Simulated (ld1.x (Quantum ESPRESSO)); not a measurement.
# An all-electron radial function and its pseudo partner (C)

Columns: radius, all-electron u(r) and pseudo u(r) of the 2s shell (level -14.05 eV) of carbon in the configuration [He] 2s1 2p3; BLYP, scalar-relativistic, TM scheme, ld1.x (Quantum ESPRESSO) 7.5.

```csv
r (bohr),all-electron,pseudo
0.108,0.3429,-0.0691
0.215,0.2965,-0.1408
0.322,0.1101,-0.2188
0.430,-0.1103,-0.3069
0.538,-0.3151,-0.4050
0.645,-0.4841,-0.5091
0.752,-0.6152,-0.6120
0.860,-0.7108,-0.7029
0.968,-0.7735,-0.7695
1.075,-0.8083,-0.8076
1.182,-0.8211,-0.8211
1.290,-0.8168,-0.8168
1.398,-0.7992,-0.7992
1.505,-0.7725,-0.7725
1.612,-0.7391,-0.7391
1.720,-0.7012,-0.7012
1.828,-0.6607,-0.6607
1.935,-0.6195,-0.6195
2.042,-0.5782,-0.5782
2.150,-0.5371,-0.5371
2.258,-0.4973,-0.4973
2.365,-0.4594,-0.4594
2.472,-0.4234,-0.4234
2.580,-0.3890,-0.3890
2.688,-0.3568,-0.3568
2.795,-0.3269,-0.3269
```

Task: How many radial nodes do the two functions have?

Result: The all-electron 2s function has n − l − 1 = 1; the pseudo-wave has 0, since the states of the same l below it are removed with the core.

Task: At about which radius was the pseudo-wave matched?

Result: 1.25 bohr, where the columns begin to agree (steps of 0.11 bohr).

Task: Is the pseudo-wave norm-conserving?

Result: Yes: the TM scheme keeps the norm inside the radius equal to the all-electron one, which fixes the energy derivative of the logarithmic derivative at the level.
